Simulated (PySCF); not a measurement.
Two structures of SiH6Se, closed shell, reached by relaxing down either side of one saddle point (PBE0-D4/def2-TZVP). Energies are electronic, without zero-point energy. PySCF 2.14 with density fitting (its default auxiliary sets; JK sets also for MP2 and CCSD(T)); basis: def2-TZVPP and def2-QZVPP; cores frozen in the correlated methods. Filled d shells of the heavier atoms are correlated. The def2 sets are not built for correlating such inner shells, so the correlated values are less sure here. Extrapolation: Hartree–Fock as exp(−7.88 √X), correlation as X^−2.97. First:

```
atom    x (Å)    y (Å)    z (Å)
 Si1  -0.6436  -0.5993  -1.1444
  H2  -0.9710  -1.0852   0.2197
  H3   0.7670  -0.9207  -1.4722
  H4  -1.5370  -1.2771  -2.1219
  H5  -0.8658   0.8660  -1.2238
  H6   1.2671   0.0099   2.3567
 Se7   1.6026   1.1466   1.4921
  H8   0.3846   1.8551   1.8998
```

Second:

Si1  (-0.073, 0.422, -0.952)
H2  (0.012, -2.584, 1.409)
H3  (0.925, -0.503, -1.539)
H4  (-1.309, -0.318, -0.595)
H5  (-0.409, 1.492, -1.924)
H6  (0.220, -1.884, 1.571)
Se7  (0.948, 1.274, 0.901)
H8  (-0.224, 2.076, 1.276)
(Å)

Task: Which bonds change from the first to the second?

Result: H₂Se + SiH₄ → SiH₄Se ([SiH3][SeH]) + H₂; bonds formed: Si1–Se7, H2–H6; bonds broken: Si1–H2, H6–Se7.

Task: Give the saddle point's structure and its height above each. (To be estimated.)

Result: By the calculation: 205.8 kJ/mol above the first and 243.4 kJ/mol above the second (CCSD(T) at an estimated basis limit (MP2 extrapolated from triple and quadruple zeta, plus CCSD(T) − MP2 in triple zeta)).
```json
{"atom": "Si1", "x (Å)": "-0.1484", "y (Å)": "-0.3047", "z (Å)": "-0.7395"}
{"atom": "H2", "x (Å)": "-0.3100", "y (Å)": "-1.1576", "z (Å)": "0.7272"}
{"atom": "H3", "x (Å)": "1.1418", "y (Å)": "-0.8568", "z (Å)": "-1.1962"}
{"atom": "H4", "x (Å)": "-1.2560", "y (Å)": "-1.2301", "z (Å)": "-1.1455"}
{"atom": "H5", "x (Å)": "-0.5719", "y (Å)": "0.9796", "z (Å)": "-1.3548"}
{"atom": "H6", "x (Å)": "0.2073", "y (Å)": "-0.4246", "z (Å)": "1.0741"}
{"atom": "Se7", "x (Å)": "1.1029", "y (Å)": "1.1901", "z (Å)": "1.1101"}
{"atom": "H8", "x (Å)": "-0.1658", "y (Å)": "1.8041", "z (Å)": "1.5247"}
```

The T1 diagnostic stays at or below 0.013.

Labels in which every atom is bracketed show which atoms are joined, not bond orders.

For scale, one of the runs: CCSD(T)/def2-TZVPP, 174 basis functions, launched by `OMP_NUM_THREADS=4 python run.py`. The run took 3.7 min on 4 CPU threads of an Arm Neoverse V2 (shared host), with 1.7 GiB of host memory at its peak.
